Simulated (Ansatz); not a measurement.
Reaction (redistribution): `[CH3][AlH][BH]O` + `C[NH][AlH][NH2]` → `[CH3][AlH][BH]N` + `C[NH][AlH][OH]`

Gas-phase electronic energies from Ansatz, PBE0-D4/def2-TZVP geometries. CBS: MP2 limit from def2 TZ/QZ plus the TZ coupled-cluster correction, frozen cores. Functionals use def2-TZVPP. B3LYP here is the variant with VWN-RPA as its local correlation; programs differ in this. One conformer a species, not always the lowest.

Problem. Is it downhill or uphill in electronic energy at CCSD(T)/CBS, and by how much? (Estimate.)

Solution. Ansatz gave: Downhill: ΔE = -14.3 kcal/mol.

Problem. What do these levels give: revPBE-D4, PBE0-D4, B3LYP-D4, BHLYP-D4, B2PLYP, HF/def2-SVP? (Best estimate.)

Solution. Ansatz gave: revPBE-D4 -14.3, PBE0-D4 -14.6, B3LYP-D4 -14.6, BHLYP-D4 -14.5, B2PLYP -14.8, HF/def2-SVP -13.2 kcal/mol.

Largest T1 diagnostic among the species: 0.013.

In def2-TZVPP, CCSD(T) changes the Hartree–Fock value by −0.8 kcal/mol (the triples alone add −0.1 kcal/mol) and MP2 by −1.4 kcal/mol. Leaving LDA and LC-ωPBE aside and taking each functional with its dispersion term where it has one, the values, not all of them listed here, spread over 0.8 kcal/mol, from r2SCAN-D4 to ωB97X-V.
